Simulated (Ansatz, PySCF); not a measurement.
Reaction (SMILES): [TeH2] (H2Te) -> [TeH] (HTe) + H atom (the H-Te bond at the site shown breaks; other sites are not compared here)
Structures are relaxed separately at B3LYP-D3(BJ)/def2-TZVP in Ansatz (an electronic-structure program).

Wanted: bond dissociation energy (enthalpy at 298 K, with B3LYP-D3(BJ) rigid-rotor harmonic-oscillator terms from PySCF), in kcal/mol. Valence correlation only, unless marked. Open shells are spin-unrestricted. No spin-orbit coupling. Frozen are the shells of the preceding noble gas and the d and f shells that filled before the atom's block. Past Kr the def2 sets carry scalar-relativistic core potentials. Basis-set limits of correlation are two-point, X^-3; Hartree-Fock from the larger set.

```
level                                        program  bond dissociation energy (kcal/mol)  minus last row
------------------------------------  --------------  -----------------------------------  --------------
PBE-D4/def2-TZVPD                     Ansatz + dftd4                                 70.3            -0.7
r2SCAN/def2-TZVPD                             Ansatz                                 69.5            -1.5
HSE06-D4/def2-TZVPD                   Ansatz + dftd4                                 69.0            -2.0
MP2/def2-SVP                                  Ansatz                                 62.2            -8.8
SCS-MP2/def2-TZVPPD                           Ansatz                                 68.6            -2.4
CCSD(T)/def2-TZVPP                            Ansatz                                 69.2            -1.8
CCSD(T)/CBS(def2-TZVPPD,def2-QZVPPD)          Ansatz                                 71.0             0.0
```
